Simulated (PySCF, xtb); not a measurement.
ammonium (H4N), SMILES [NH4+], charge +1.

Harmonic wavenumbers (cm⁻¹) from GFN2-xTB run with xtb at its own minimum, in rising order: 1339, 1339, 1339, 1420, 1420, 3267, 3267, 3268, 3309.

### Question
What does PySCF with PBE-D3(BJ)/def2-TZVPD give at its own minimum? (An estimate is asked for; the answer gives what the named calculation found.)

### Answer
1433, 1433, 1433, 1676, 1676, 3296, 3400, 3400, 3400. Paired by order, the mean absolute difference is 131 cm⁻¹ and the zero-point energies are 28.5 and 30.2 kcal/mol.
